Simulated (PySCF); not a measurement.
# Core-level binding energies of `[F][GeH2][GeH2][GeH3]`

Compound: FGe3H7.
Cartesian coordinates in Å at the PBE0-D3(BJ)/def2-SVP level; atoms count from 1:
```
atom  x, y, z in Å
F1    -1.6754    1.5207    0.1301
Ge2   -1.8823   -0.1872    0.5014
Ge3    0.2732   -1.1092   -0.1185
Ge4    1.6847    0.8408   -0.4017
H5    -3.0928   -0.6402   -0.3354
H6    -2.1971   -0.2517    2.0077
H7     0.8055   -2.0387    0.9886
H8     0.1586   -1.9220   -1.4219
H9     1.5879    1.7129    0.8597
H10    1.2254    1.6422   -1.6281
H11    3.1503    0.4064   -0.5977
```

The calculation used PySCF 2.14.0, delta-SCF UKS SCAN, pcX-2 on the ionised atom, pcseg-1 elsewhere, spin-free X2C. Each binding energy is the total energy of the core-ionised species, with the hole localised on one atom, minus that of the ground state; both are solved self-consistently, so orbital relaxation is included.

Give the core binding energies atom by atom.

```csv
atom(s),environment,level,binding energy (eV),count
F1,fluorine bonded to Ge,F 1s,690.89,1
```

Give the binding energy of F 1s of F1 in hartree and in kJ/mol.

690.89 eV = 25.3897 Eh = 66661 kJ/mol.

What is the longest wavelength that can ionise F 1s of F1 vertically?

λ = hc/E = 12398.42 eV Å / 690.89 eV = 17.946 Å.

No level of germanium is listed. One conformer (not necessarily the lowest) at the PBE0-D3(BJ)/def2-SVP geometry, without solvent, vibrations or thermal averaging.
